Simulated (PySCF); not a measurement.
A calculated (LDA, PySCF 2.14, jorge-DZP-DKH, scalar relativity by spin-free X2C-1e) atom or ion has these occupied shells.

| shell | electrons | orbital energy (eV) | rms radius, mean of both spins (bohr) |
| --- | --- | --- | --- |
| 1s α | 1 | -12479.7 | 0.0509 |
| 1s β | 1 | -12479.5 | 0.0509 |
| 2s α | 1 | -1613.8 | 0.213 |
| 2s β | 1 | -1613.7 | 0.213 |
| 2p α | 3 | -1423.0 | 0.189 |
| 2p β | 3 | -1422.8 | 0.189 |
| 3s α | 1 | -222.58 | 0.617 |
| 3s β | 1 | -222.33 | 0.617 |
| 3p α | 3 | -162.79 | 0.639 |
| 3p β | 3 | -162.50 | 0.639 |
| 3d α | 5 | -63.480 | 0.698 |
| 3d β | 5 | -63.090 | 0.698 |
| 4s α | 1 | -27.999 | 1.86 |
| 4s β | 1 | -25.584 | 1.86 |
| 4p α | 3 | -16.492 | 2.30 |

Question: Name the element and its charge.

Answer: Se+ (selenium, charge +1), in [Ar] 3d10 4s2 4p3, high-spin 4S determinant.
